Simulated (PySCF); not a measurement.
CH3Cl4Nb, SMILES [CH3][Nb]([Cl])([Cl])([Cl])[Cl], multiplicity 1.

Geometry optimised at PBE-D3(BJ)/def2-SVP. The spin state was assumed, not searched. The structure was generated by enumeration; whether it is a known compound was not checked. The def2 effective core potentials stand for the cores of Nb; spin–orbit coupling is left out.

Method: PBE-D3(BJ)/def2-SVP (PySCF 2.14.0).

Frequencies are harmonic and unscaled.

```tsv
mode	ν (cm⁻¹)	IR (km/mol)	moving atoms (share of kinetic energy)
1	62	0.7	H 94 %
2	65	0.6	Cl 100 %
3	82	5.5	Cl 53 %, C 29 %, H 14 %
4	139	5.1	Cl 58 %, Nb 37 %
5	154	2.3	Cl 86 %, Nb 14 %
6	158	0.2	Cl 49 %, C 19 %, Nb 19 %, H 13 %
7	164	0.6	Cl 97 %
8	267	1.2	C 55 %, H 25 %, Cl 17 %
9	327	2.9	Cl 94 %
10	380	18.5	Cl 89 %, Nb 9 %
11	392	151.0	Cl 57 %, Nb 41 %
12	410	78.3	Cl 55 %, Nb 33 %, H 10 %
13	507	41.7	C 55 %, H 25 %, Nb 15 %
14	588	13.9	H 64 %, C 27 %
15	694	6.7	H 88 %, C 10 %
16	1127	3.1	H 81 %, C 19 %
17	1331	7.0	H 95 %
18	1348	11.6	H 94 %
19	2952	5.9	H 97 %
20	3070	0.4	H 92 %, C 8 %
21	3122	0.4	H 90 %, C 10 %
```
